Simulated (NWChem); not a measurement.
Program: NWChem. System: CH3BO, charge 0, spin multiplicity 1, at a geometry optimised with PBE0/def2-SVP. The structure started from a generated list of species. Level: constrained PBE/def2-SVP.

Part of the output:

```
             Northwest Computational Chemistry Package (NWChem) 7.3.0
             --------------------------------------------------------

                                NWChem Input Module
                                -------------------

 Scaling coordinates for geometry "geometry" by  1.889725989
 (inverse scale =  0.529177249)

                             Geometry "geometry" -> ""
                             -------------------------

 Output coordinates in angstroms (scale by  1.889725989 to convert to a.u.)

  No.       Tag          Charge          X              Y              Z
 ---- ---------------- ---------- -------------- -------------- --------------
    1 B                    5.0000     1.28133700     0.37996700     0.00000000
    2 H                    1.0000     1.74405600    -0.09859400     1.02260600
    3 H                    1.0000     1.74405600    -0.09859400    -1.02260600
    4 H                    1.0000     1.24032400     1.59947000     0.00000000
    5 O                    8.0000    -1.26045900    -0.37376400     0.00000000
    6 C                    6.0000    -0.17524000    -0.05200200     0.00000000

 Effective nuclear repulsion energy (a.u.)      56.5207572535

            Nuclear Dipole moment (a.u.)
            ----------------------------
        X                 Y               Z
 ---------------- ---------------- ----------------
     0.0000170075    -0.0000132281     0.0000000000


 Summary of "ao basis" -> "" (spherical)
 ------------------------------------------------------------------------------
       Tag                 Description            Shells   Functions and Types
 ---------------- ------------------------------  ------  ---------------------
 *                          def2-svp                  on all atoms

  pbe96 is a nonlocal functional; adding pw91lda local functional.

                                 NWChem DFT Module
                                 -----------------

 Summary of "ao basis" -> "ao basis" (spherical)
 ------------------------------------------------------------------------------
       Tag                 Description            Shells   Functions and Types
 ---------------- ------------------------------  ------  ---------------------
 B                          def2-svp                 6       14   3s2p1d
 H                          def2-svp                 3        5   2s1p
 O                          def2-svp                 6       14   3s2p1d
[...]
    16     -0.161479  2 H  s                 21      0.161493  3 H  s
    38      0.144566  5 O  pz                 9     -0.142398  1 B  pz
    56      0.034364  6 C  d  1

 Vector   12  Occ=0.000000D+00  E=-3.095410D-02
              MO Center= -2.3D-01, -1.4D-01,  7.3D-07, r^2= 2.1D+00
   Bfn.  Coefficient  Atom+Function         Bfn.  Coefficient  Atom+Function
  ----- ------------  ---------------      ----- ------------  ---------------
    49      0.534297  6 C  pz                52      0.489416  6 C  pz
    35     -0.473604  5 O  pz                38     -0.408386  5 O  pz
    16     -0.319052  2 H  s                 21      0.319050  3 H  s
    15     -0.157896  2 H  s                 20      0.157895  3 H  s
     9      0.140212  1 B  pz                13      0.046590  1 B  d  1

 Vector   13  Occ=0.000000D+00  E=-3.095072D-02
              MO Center= -2.7D-01, -8.7D-03, -7.3D-07, r^2= 2.1D+00
   Bfn.  Coefficient  Atom+Function         Bfn.  Coefficient  Atom+Function
  ----- ------------  ---------------      ----- ------------  ---------------
    48      0.512261  6 C  py                51      0.469253  6 C  py
    34     -0.454062  5 O  py                37     -0.391539  5 O  py
    26     -0.368381  4 H  s                 16      0.184219  2 H  s
    21      0.184223  3 H  s                 25     -0.182326  4 H  s
    47     -0.151883  6 C  px                50     -0.139090  6 C  px

 Vector   14  Occ=0.000000D+00  E= 9.145981D-02
              MO Center=  1.8D-01,  5.2D-02,  5.0D-10, r^2= 4.2D+00
   Bfn.  Coefficient  Atom+Function         Bfn.  Coefficient  Atom+Function
  ----- ------------  ---------------      ----- ------------  ---------------
     3      2.159369  1 B  s                 50     -1.501208  6 C  px
     7     -1.191423  1 B  px                32     -1.170714  5 O  s
    46     -0.615217  6 C  s                  2     -0.515422  1 B  s
    51     -0.445124  6 C  py                 8     -0.353296  1 B  py
    36     -0.271697  5 O  px                 1     -0.142097  1 B  s

     ---------------------------------------------
      Total Density - Mulliken Population Analysis
     ---------------------------------------------

    Atom       Charge   Shell Charges
 -----------   ------   -------------------------------------------------------
    1 B    5     5.44   1.98  0.76  0.27  1.82  0.58  0.04
    2 H    1     1.01   0.71  0.29  0.01
    3 H    1     1.01   0.71  0.29  0.01
    4 H    1     1.01   0.71  0.29  0.01
    5 O    8     6.97   1.99  1.18  0.13  2.68  0.98  0.02
    6 C    6     6.56   1.99  1.14  0.34  2.02  0.98  0.10

     -------------------------------------------
      Total Density - Lowdin Population Analysis
     -------------------------------------------

    Atom       Charge   Shell Charges
 -----------   ------   -------------------------------------------------------
    1 B    5     5.55   1.96  0.49  0.28  1.69  1.00  0.14
    2 H    1     0.99   0.61  0.35  0.03
    3 H    1     0.99   0.61  0.35  0.03
    4 H    1     0.99   0.61  0.35  0.03
    5 O    8     7.40   1.97  0.90  0.57  2.50  1.42  0.04
    6 C    6     6.08   1.97  0.70  0.37  1.81  1.07  0.16

 center of mass
 --------------
 x =  -0.15250543 y =  -0.04522984 z =   0.00000000

 moments of inertia (a.u.)
 ------------------
          30.489933683560         -52.053427221246           0.000000000000
         -52.053427221246         190.593005035428           0.000000000000
           0.000000000000           0.000000000000         206.028676957645

     Multipole analysis of the density
     ---------------------------------

     L   x y z        total         alpha         beta         nuclear
     -   - - -        -----         -----         ----         -------
     0   0 0 0     -0.000000    -11.000000    -11.000000     22.000000

     1   1 0 0     -1.766181     -0.883099     -0.883099      0.000017
     1   0 1 0     -0.523744     -0.261865     -0.261865     -0.000013
     1   0 0 1      0.000000      0.000000      0.000000      0.000000

     2   2 0 0    -15.116321    -58.848104    -58.848104    102.579888
     2   1 1 0     -0.186006    -14.194910    -14.194910     28.203814
     2   1 0 1     -0.000000     -0.000000     -0.000000      0.000000
     2   0 2 0    -14.544523    -15.188315    -15.188315     15.832106
     2   0 1 1     -0.000000     -0.000000     -0.000000      0.000000
     2   0 0 2    -14.489339    -10.979014    -10.979014      7.468688

 Task  times  cpu:        2.9s     wall:        2.9s

 Total times  cpu:        2.9s     wall:        2.9s
```

**Question.** Write an NWChem input that would produce this output.

**Answer.** One answer among several that fit: 
```
start mol
memory heap 200 mb stack 900 mb global 1100 mb
geometry units angstroms nocenter noautoz noautosym
  B      1.281337     0.379967     0.000000
  H      1.744056    -0.098594     1.022606
  H      1.744056    -0.098594    -1.022606
  H      1.240324     1.599470     0.000000
  O     -1.260459    -0.373764     0.000000
  C     -0.175240    -0.052002     0.000000
end
basis spherical
  * library def2-svp
end
dft
  xc xpbe96 cpbe96
  semidirect memsize 60000000 filesize 0
  iterations 100
  convergence nolevelshifting
  cdft 5 5 charge 0.6 pop lowdin
end
task dft energy
```
